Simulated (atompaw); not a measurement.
# Logarithmic derivatives: P (Z = 15), PAW (atompaw)

```
Element                 : phosphorus (P)
Generator               : atompaw 4.2.0.5
Type                    : PAW
Functional              : PBE
Relativity              : non-relativistic
Frozen core             : [Ne]
Valence charge          : 5
Reference configuration : 3s2 3p1 (charge +2)
Partial waves           : 3s (bound): rc 1.75 bohr; 3s channel at 1.95 Ry: rc 1.60 bohr; 3p (bound): rc 1.75 bohr; 3p channel at -1.4 Ry: rc 1.75 bohr
Local potential         : troulliermartins scheme with l = 2 at 0.5 Ry, radius 1.40 bohr
Core correction         : smooth core density matched at 1.70 bohr
Augmentation charge     : sinc compensation charge, radius 1.30 bohr; PAW radius 1.75 bohr; waves and projectors: custom rrkj vanderbiltortho
```

The phase is arctan(r·u′/u) with u = r·R(r), unwrapped; energies in Ry, scanned from -4 to 5 Ry. A pole is an energy at which the radial function vanishes at the test radius. The pseudo phase is shifted by a multiple of π to meet the all-electron one at the reference energy, and phase errors are pseudo minus all-electron; the curves can meet again beyond the range given. Levels narrower than the energy grid can be missing from the lists of poles.

**Question.** For each channel, where are the poles, and over which energies does the pseudopotential scatter like the atom?

**Answer.**

```json
{"channel": "s", "radius (bohr)": "1.76", "reference energy (Ry)": "-2.49", "poles, all-electron": "1.08", "poles, pseudo": "1.08, 4.18", "unbroken range about the reference energy with phases within 0.05 rad": "below 3.9", "phase error 1 Ry above the reference energy (rad)": "-0.000"}
{"channel": "p", "radius (bohr)": "1.76", "reference energy (Ry)": "-1.78", "poles, all-electron": "2.11", "poles, pseudo": "2.08", "unbroken range about the reference energy with phases within 0.05 rad": "the whole range", "phase error 1 Ry above the reference energy (rad)": "-0.000"}
```

Phases in the s channel:

| E (Ry) | all-electron | pseudo |
| --- | --- | --- |
| -4.00 | 0.837 | 0.836 |
| -3.52 | 0.581 | 0.579 |
| -3.04 | 0.127 | 0.127 |
| -2.56 | -0.466 | -0.466 |
| -2.08 | -0.908 | -0.909 |
| -1.60 | -1.159 | -1.159 |
| -1.12 | -1.304 | -1.305 |
| -0.64 | -1.398 | -1.398 |
| -0.16 | -1.463 | -1.463 |
| 0.32 | -1.512 | -1.512 |
| 0.80 | -1.551 | -1.551 |
| 1.28 | -1.584 | -1.584 |
| 1.76 | -1.612 | -1.612 |
| 2.24 | -1.639 | -1.639 |
| 2.72 | -1.664 | -1.665 |
| 3.20 | -1.690 | -1.692 |
| 3.68 | -1.716 | -1.729 |
| 4.16 | -1.745 | -4.668 |
| 4.64 | -1.777 | -4.880 |
